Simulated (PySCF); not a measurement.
**Induced dipoles and field energies**

Br₃HSi.
SMILES with atom numbers: `[Br:1][SiH:2]([Br:3])[Br:4]` (hydrogens: H5 on Si2)

Geometry (PBE0-D3(BJ)/def2-SVP, Å), atoms numbered from 1 in this order:
```
atom  x, y, z in Å
Br1    1.935   -0.788   -0.577
Si2    0.002    0.006    0.130
Br3   -1.636   -1.313   -0.541
Br4   -0.291    2.048   -0.657
H5     0.007    0.052    1.610
```

Level: PBE0/def2-SVPD (PySCF); nuclei fixed, core orbitals frozen in the response. Permanent dipole (-0.006, 0.023, 0.701) D (1 au = 2.5417 D). Static polarisability (au):

```
x   97.98  0.12 -0.17
y    0.12 98.16 -0.82
z   -0.17 -0.82 72.88
```

Only the terms in μ and α are kept: μ(F) = μ + αF and ΔE = −μ·F − ½ F·αF.

(1) A field of 0.008 au (0.411 V/Å) is applied along each axis in both senses. Find the induced dipole, the size of the total dipole and the two energy terms.

(2) For the field (-0.0008, 0.0056, -0.0064) au, what is the induced dipole, and what angle does it make with the field?

(3) Which field along μ doubles the dipole in that direction (linear response)?

(4) What field makes μF equal to kT at 400 K?

(5) Induction energy −ᾱe²/2R⁴ of a unit charge at 8 Å, the molecule taken as a point?

## Answers

(1) 
```csv
field along,induced x (D),induced y (D),induced z (D),total size (D),−μ·F (kJ/mol),−½F·αF (kJ/mol)
+x,1.992,0.002,-0.003,2.105,+0.050,-8.232
−x,-1.992,-0.002,0.003,2.119,-0.050,-8.232
+y,0.002,1.996,-0.017,2.132,-0.190,-8.247
−y,-0.002,-1.996,0.017,2.099,+0.190,-8.247
+z,-0.003,-0.017,1.482,2.183,-5.793,-6.123
−z,0.003,0.017,-1.482,0.782,+5.793,-6.123
```

(2) αF = (-0.195, 1.410, -1.197) D, at 8.5° to the field. The polarisability along this direction, F·αF/F², is 84.73 au, against a mean of 89.67 au.

(3) The polarisability along the dipole is 72.86 au, so F = 0.2760 au / 72.86 au = 0.0038 au = 0.19 V/Å; higher-order terms are ignored.

(4) kT = 1.2667 × 10⁻³ Eh, so F = 0.00459 au = 23.6 MV/cm.

(5) R = 15.12 bohr, so the energy is −89.7/(2 × 15.12⁴) Eh = -2.25 kJ/mol. The charge–dipole term at its most favourable orientation, −μe/R², is -3.17 kJ/mol.

Isolated species at its PBE0-D3(BJ)/def2-SVP geometry, gas phase. The calculation is non-relativistic, for bromine too.

These values come from a run that also computed excited states and ΔSCF ions. Hardware: Arm Neoverse V1, one thread (shared host). Cost: 99 s of wall time.
